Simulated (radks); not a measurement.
Problem. Successive ionisation energies (eV) of one element, from differences of total energies of ions in their ground configurations, starting at charge 0: 22.511, 43.308, 67.489, 94.720, 124.75, 157.29, 207.51, 237.69, 1208.1, 1346.2. All-electron calculation, non-relativistic Kohn-Sham, BLYP, spin-unpolarised, spherical densities, point nucleus. Program: a radial shooting solver on a logarithmic mesh with Libxc functionals. Which element is it?

Solution. Neon (Z = 10). The first species listed is Ne in [Ne], the last Ne9+ in 1s1.
